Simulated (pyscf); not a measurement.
**`[GeH2][O][GeH3]`, doublet**

Gas-phase minimum from PySCF at ωB97X-D3(BJ)/def2-SVP, one conformer. Other isomers of •H₂Ge–O–GeH₃ were not searched in full and may lie lower. 

```
O
Ge 1 1.7768
Ge 1 1.7801 2 127.27
H 3 1.5327 1 106.36 2 -157.21
H 3 1.5374 4 111.15 1 118.49
H 3 1.5406 4 111.23 5 123.26
H 2 1.5475 1 105.55 3 167.38
H 2 1.5565 7 111.24 1 117.09
```
Charge 0, spin multiplicity 2.

Properties at ωB97X-D3(BJ)/def2-SVP:

| Item | Result |
|---|---|
| Harmonic wavenumbers, unscaled | 51, 100, 115, 486, 625, 655, 694, 714, 835, 869, 890, 897, 945, 2062, 2119, 2175, 2190, 2214 cm⁻¹ |
| Zero-point energy | 26.6 kcal/mol |
| Rotational symmetry number | 1 |
| Entropy of this conformer at 298 K and 1 atm, rigid rotor and harmonic oscillator, modes under 100 cm⁻¹ raised to 100 | 342.8 J/(mol K) |
| Dipole moment | 1.03 D |
| Spin expectation value S2 | 0.752 |

Single-point totals, which compare only within one level:

```csv
level,total energy (hartree)
ωB97X-D3(BJ)/def2-TZVP,-4232.17794
PBE/def2-TZVP,-4231.52887
r²SCAN/def2-TZVP,-4232.19653
B3LYP-D3(BJ)/def2-TZVP,-4232.35994
PBE0-D3(BJ)/def2-TZVP,-4231.64557
M06-2X/def2-TZVP,-4232.22737
ωB97M-D3(BJ)/def2-TZVP,-4232.30492
```

Soft torsions are taken as harmonic, which can shift the entropy by several J/(mol K). Elements up to Kr have no core potential and no relativistic terms here.
